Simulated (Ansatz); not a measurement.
CuF₂, SMILES [Cu+]([F])[F] (connectivity only; charge and spin as stated), charge +1, multiplicity 3. Atoms are numbered in the order given.

```xyz
3

Cu     0.0000     0.0000     0.0000
F      0.0000     0.0000     1.6996
F      0.0000     0.0000    -1.6996
```
Charge +1, spin multiplicity 3.

The structure is a stationary point at PBE0-D3(BJ)/def2-TZVP. The spin state was assumed, not searched.

Two levels are set side by side: PBE-D3(BJ)/def2-TZVP (Ansatz, a program for electronic structure) and PBE0-D3(BJ)/def2-TZVP (Ansatz). Each level has its own optimised geometry; the coordinates shown are those of the second. Differences are taken from unrounded values.

```
quantity              PBE0-D3(BJ)  PBE-D3(BJ)  PBE-D3(BJ) minus PBE0-D3(BJ)
--------------------  -----------  ----------  ----------------------------
mean bond length (Å)        1.700       1.720                         0.020
bond Cu1–F2 (Å)             1.700       1.720                         0.020
bond Cu1–F3 (Å)             1.700       1.720                         0.020
```

GGA bonds tend to be longer and softer than those of functionals with exact exchange. Differences between two approximate levels are no errors against the true value.
